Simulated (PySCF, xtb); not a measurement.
benzotriazole (C₆H₅N₃), SMILES c1ccc2[nH]nnc2c1.

GFN2-xTB run with xtb at its own geometry gives an orbital gap of 3.05 eV and a dipole moment of 3.97 D.

The structure is a stationary point at B3LYP-D3(BJ)/def2-SVP.

Question: What does PySCF with PBE/def2-SVP give? (An estimate is asked for; the answer gives what the named calculation found.)

Answer: gap 3.84 eV (levels -5.94 and -2.10 eV), dipole 3.87 D.
